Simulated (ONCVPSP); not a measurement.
What the settings do to the ONCV potential of Rh

Base potential:

Rh (Z = 45), optimised norm-conserving Vanderbilt (ONCV), made with ONCVPSP 4.0.1 (PBEsol, scalar-relativistic). Core [Ar] 3d10, reference 4s2 4p6 4d8 5s1. Waves: 4s+5s: rc 1.40 bohr, ncon 4, nbas 7, qcut 7 1/bohr, 3 projectors, debl 1.6 Ha; 4p: rc 1.45 bohr, ncon 4, nbas 8, qcut 10 1/bohr, 2 projectors, debl 2.3 Ha; 4d: rc 1.45 bohr, ncon 4, nbas 7, qcut 7 1/bohr, 2 projectors, debl 2.4 Ha. Local part: polynomial inside 0.90 bohr (lpopt 5, dvloc0 1 Ha). Core correction: Teter function, fcfact 5.25, rcfact 1.55.

All-electron outer shells of the reference configuration (PBEsol, scalar-relativistic, ld1.x):

| shell | level (eV) | outermost node (bohr) | outermost maximum (bohr) |
| --- | --- | --- | --- |
| 3d | -300.62 | – | 0.29 |
| 4s | -82.43 | 0.47 | 0.88 |
| 4p | -50.38 | 0.47 | 0.94 |
| 4d | -5.95 | 0.46 | 1.15 |
| 5s | -4.33 | 1.19 | 2.63 |

Cutoffs, loose and tight: the cutoffs (Ha) at which the residual kinetic energy of the hardest occupied pseudo-wave falls to 1 and 0.1 mHa per electron. They do not see the model core or the augmentation charge, which bear on the density cutoff. Test errors are all-electron minus pseudo excitation energies from the reference, over the configurations 4s2 4p6 4d8 5s0; 4s2 4p6 4d7 5s0; 4s2 4p6 4d6 5s0; 4s2 4p6 4d7 5s1. A dash means not determined; rows that change the core or the reference have their own tests.

| change | outcome | cutoff, loose | cutoff, tight | bound ghosts | GHOST(+) flags above zero | largest test error (meV) |
| --- | --- | --- | --- | --- | --- | --- |
| base | generated | 31 Ha | 70 Ha | none | s | -2.2 |
| local potential polynomial inside 0.90 bohr (lpopt 5, dvloc0 -2 Ha) | generated | 31 Ha | 70 Ha | none | s | -2.3 |
| local potential polynomial inside 0.90 bohr (lpopt 5, dvloc0 -0.5 Ha) | generated | 31 Ha | 70 Ha | none | s | -2.2 |
| local potential polynomial inside 0.90 bohr (lpopt 5, dvloc0 2 Ha) | generated | 31 Ha | 70 Ha | none | s | -2.2 |
| local potential polynomial inside 0.90 bohr (lpopt 5, dvloc0 4 Ha) | generated | 31 Ha | 70 Ha | none | s | -2.2 |
| local potential polynomial inside 0.90 bohr (lpopt 5, dvloc0 5.5 Ha) | generated | 31 Ha | 70 Ha | none | s | -2.1 |
| local potential polynomial inside 0.90 bohr (lpopt 5, dvloc0 7.5 Ha) | generated | 31 Ha | 70 Ha | none | s | -2.1 |
| local potential polynomial inside 0.90 bohr (lpopt 5, dvloc0 9 Ha) | generated | 31 Ha | 70 Ha | none | s | -2.0 |

Reading the sweep of the dvloc0 (base included, trends over the rows without a ghost): The loose cutoff stays near 31 Ha. The median size of the test errors (rows with all tests solved) stays near 1.4 meV.
